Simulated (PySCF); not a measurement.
# HoSi: energy against distance

Set-up: basis Ho x2c-SVPall, Si x2c-SVPall; spin-free X2C with a Gaussian nucleus; PySCF 2.14. Energies in eV from Ho (4f11 6s2) + Si in their ground configurations at the same level. State: sextet, about 10.8 electrons in the 4f shell (Mulliken), real f orbitals that mix terms.

All columns are PBEsol. A positive dipole means Ho(−)Si(+).

| R (Å) | E (eV) | μ (D) | Mulliken charge on Ho (basis-dependent) | HOMO (eV) | LUMO (eV) | Mayer bond order | ⟨S²⟩ |
| --- | --- | --- | --- | --- | --- | --- | --- |
| 2.443 | -1.784 | -4.14 | 0.20 | -3.38 | -2.95 | 2.45 | 8.80 |
| 2.557 | -1.947 | -4.42 | 0.21 | -3.21 | -2.86 | 2.30 | 8.82 |
| 2.671 | -1.999 | -4.65 | 0.22 | -3.05 | -2.87 | 2.15 | 8.84 |
| 2.756 | -1.988 | -4.79 | 0.23 | -2.94 | -2.89 | 2.04 | 8.86 |
| 2.841 | -1.945 | -4.91 | 0.24 | -2.85 | -2.91 | 1.93 | 8.87 |
| 2.926 | -1.882 | -4.99 | 0.25 | -2.79 | -2.93 | 1.82 | 8.90 |
| 3.040 | -1.777 | -5.07 | 0.25 | -2.76 | -2.97 | 1.68 | 8.93 |
| 3.182 | -1.627 | -5.17 | 0.26 | -2.76 | -3.01 | 1.53 | 8.94 |
| 3.352 | -1.435 | -5.26 | 0.26 | -2.75 | -3.08 | 1.37 | 8.95 |
| 3.580 | -1.184 | -5.33 | 0.25 | -2.73 | -3.16 | 1.17 | 8.93 |

A fit through these points gives, at Re = 2.685 Å, μ = -4.68 D and dμ/dR = -1.79 D/Å; the reduced mass is 23.92 u.

Task: How strong is the fundamental in the double-harmonic approximation, I = 42.26·(dμ/dR)²/μred km/mol?

Result: I = 42.26·(-1.79)²/23.92 = 5.66 km/mol at PBEsol.

⟨S²⟩ of the unrestricted solution departs from its pure value on part of the curve, where spin states mix. These are scalar-relativistic numbers at best; spin–orbit coupling would shift them, the dissociation energy most. The state is the lowest single determinant that the PBE0 search found; with open d or f shells the true ground state can be another one.

At some distances an empty level lies below a filled one, because the occupation is held.
